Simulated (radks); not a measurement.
Results of a calculation; reference values are marked as such.
Species: Os4+. Configuration: [Kr] 4d10 4f14 5s2 5p4 5d4 6d2 (not the ground configuration). Code: a radial shooting solver on a logarithmic mesh with Libxc functionals. Model: Dirac Kohn-Sham, XLYP, spin-unpolarised, spherical densities, finite nucleus; open shells fill j = l - 1/2 first; Fermi nuclear charge, rms radius 5.4126 fm. Some entries of the table are withheld. Estimate them.

orbital,occ.,eigenvalue (eV),<r^2> (bohr^2),<1/r> (bohr^-1)
1s1/2,2,-73815.64,0.0004336,90.42
2s1/2,2,-12902.48,0.006584,22.09
2p1/2,2,-12359.43,0.004683,22.06
2p3/2,4,-10827.54,0.005878,18.32
3s1/2,2,-3052.979,(1),8.111
3p1/2,2,-2809.298,0.03925,8.028
3p3/2,4,-2475.234,0.04576,7.056
3d3/2,4,-2065.813,(2),6.952
3d5/2,6,-1993.435,(3),6.726
4s1/2,2,-696.1821,0.2106,3.418
4p1/2,2,-593.7932,0.2162,(4)
4p3/2,4,-515.2861,0.2504,(5)
4d3/2,4,-346.9726,0.2692,2.762
4d5/2,6,-332.4214,0.2817,2.682
5s1/2,2,-154.5155,1.089,1.378
5p1/2,2,-121.8906,1.269,1.264
4f5/2,6,(6),0.3661,2.270
4f7/2,8,(7),0.3764,2.238
5p3/2,2,-108.4495,1.474,1.152
5d3/2,4,-62.6396,(8),0.9149
5d5/2,0,-60.9420,(9),0.8925
6s1/2,0,-49.1366,5.265,0.6003
6p1/2,0,-39.9613,6.586,0.5347
6p3/2,0,-37.2312,7.437,0.4996
6d3/2,2,-24.9055,12.26,0.3921
6d5/2,0,-24.5391,12.62,0.3865
5f5/2,0,-24.0313,7.829,0.4788
5f7/2,0,-23.9214,7.929,0.4757
7d3/2,0,-13.5955,38.08,0.2299
7d5/2,0,-13.4408,38.85,0.2276

Answer. 
(1) 3s1/2 <r^2> (bohr^2): 0.04290
(2) 3d3/2 <r^2> (bohr^2): 0.03532
(3) 3d5/2 <r^2> (bohr^2): 0.03710
(4) 4p1/2 <1/r> (bohr^-1): 3.309
(5) 4p3/2 <1/r> (bohr^-1): 2.971
(6) 4f5/2 eigenvalue (eV): -119.1332
(7) 4f7/2 eigenvalue (eV): -116.2982
(8) 5d3/2 <r^2> (bohr^2): 2.273
(9) 5d5/2 <r^2> (bohr^2): 2.374
